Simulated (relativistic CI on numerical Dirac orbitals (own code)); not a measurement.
## Mn²⁺ in a cubic cluster: 2p photoemission with charge transfer

Computed with a charge-transfer multiplet model of a cubic metal-ligand cluster with up to one ligand hole, Slater and spin-orbit integrals from Dirac-Coulomb-Breit ions, Slater integrals scaled by 0.8. The ground state mixes d5 with configurations of k ligand holes L, whose averages lie at kΔ + k(k − 1)U_dd/2; a core hole lowers each added d electron by U_cd. 300 K, Lorentzian 0.6 eV and Gaussian 0.8 eV FWHM.

Atomic integrals in eV (Slater integrals scaled, ζ unscaled), ground: F2dd 8.204, F4dd 5.095, zeta_d 0.037; with the core hole: F2dd 9.718, F4dd 6.082, zeta_d 0.060, zeta_core 6.788, F2cd 5.619, G1cd 4.209, G3cd 2.391.

Cluster parameters (eV): Δ = 7.1, U_dd = 6.6, U_cd = 7.6, 10Dq = 0.85, 10Dq(ligand) = 0.5, final-state hopping factor = 1.

| Case | n_d | d5 | d6L | S |
| --- | --- | --- | --- | --- |
| V(eg) = 1.35 eV, V(t2g) = -0.71 eV | 5.05 | 0.95 | 0.05 | 2.50 |
| V(eg) = 1.95 eV, V(t2g) = -1.02 eV | 5.09 | 0.91 | 0.09 | 2.50 |
| V(eg) = 2.25 eV, V(t2g) = -1.18 eV | 5.11 | 0.89 | 0.11 | 2.50 |

Weights, n_d and S are thermal averages at 300 K. Binding energies count from the first peak over 30 % of the highest in each spectrum, which can be another peak from case to case. The parameters are a model scan and need not match a compound or its usual spin state. Peaks in eV (height, largest 100):
- V(eg) = 1.35 eV, V(t2g) = -0.71 eV: 0.0 (100), 1.1 (85), 5.4 (25), 11.9 (48), 13.0 (52), 16.3 (10), 17.8 (9)
- V(eg) = 1.95 eV, V(t2g) = -1.02 eV: 0.0 (100), 1.0 (86), 4.6 (16), 7.1 (20), 11.9 (47), 12.9 (51), 18.9 (6), 19.8 (7)
- V(eg) = 2.25 eV, V(t2g) = -1.18 eV: 0.0 (100), 1.0 (86), 4.7 (16), 7.9 (16), 11.9 (48), 12.9 (49), 19.9 (6), 20.8 (6)

For the case V(eg) = 2.25 eV, V(t2g) = -1.18 eV, Δ = 7.1 eV is larger than U_dd = 6.6 eV, the Mott-Hubbard side of the Zaanen-Sawatzky-Allen scheme. With the core hole the average of the configuration with one ligand hole lies at Δ − U_cd = -0.5 eV before mixing: the effective hopping of about 3.7 eV (from the holes of the mixed ground state) is comparable with this gap or larger, so the configurations mix strongly.

With at most 1 ligand hole the space is cut while the next configuration still counts, so covalency is underestimated, and a final configuration with one more ligand hole, which can lie low, is missing from the spectra.
